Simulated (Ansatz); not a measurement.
Stepwise reaction of `[SiH3][O][GeH3]` with hydrogen fluoride, as a gas-phase model of exchange steps in deposition or etching. ΔE in kJ/mol.

Program: Ansatz. Geometries: PBE0-D4/def2-TZVP. ΔE: electronic, gas phase. CCSD(T)/CBS is the MP2 limit (def2-TZVPP, def2-QZVPP) plus CCSD(T) − MP2 in def2-TZVPP, frozen cores. This one scheme is used for every species. Functionals use def2-TZVPP. B3LYP here is the variant with VWN-RPA as its local correlation; programs differ in this. For Ge outer-core shells are correlated without core-valence functions, which leaves a few kJ/mol of doubt a bond. Scalar relativity is left out up to krypton. One conformer a species, not always the lowest.

```json
{"step": "2", "reaction": "`F[SiH2][O][GeH3]` + H–F → `F[SiH](F)[O][GeH3]` + H₂", "PBE-D4": "-139.3", "B3LYP-D4": "-148.3", "ωB97M-V": "-148.8", "CCSD(T)/CBS": "-145.3"}
```

Give the row of step 1, `[SiH3][O][GeH3]` + H–F → `F[SiH2][O][GeH3]` + H₂. (Estimate.)

Computed: 
| step | reaction | PBE-D4 | B3LYP-D4 | ωB97M-V | CCSD(T)/CBS |
| --- | --- | --- | --- | --- | --- |
| 1 | `[SiH3][O][GeH3]` + H–F → `F[SiH2][O][GeH3]` + H₂ | -131.6 | -140.3 | -141.0 | -137.7 |

By hand: ΔE of the 2 steps together at CCSD(T)/CBS.

(-137.7) + (-145.3) = -283.0 kJ/mol, or -141.5 kJ/mol a step.

In ΔE each step is lower than the one before. All are downhill at CCSD(T)/CBS. PBE-D4 differs from CCSD(T)/CBS by 6.0 to 6.1 kJ/mol a step. Isolated molecules leave out the surface, adducts and barriers. Largest T1 diagnostic: 0.012.
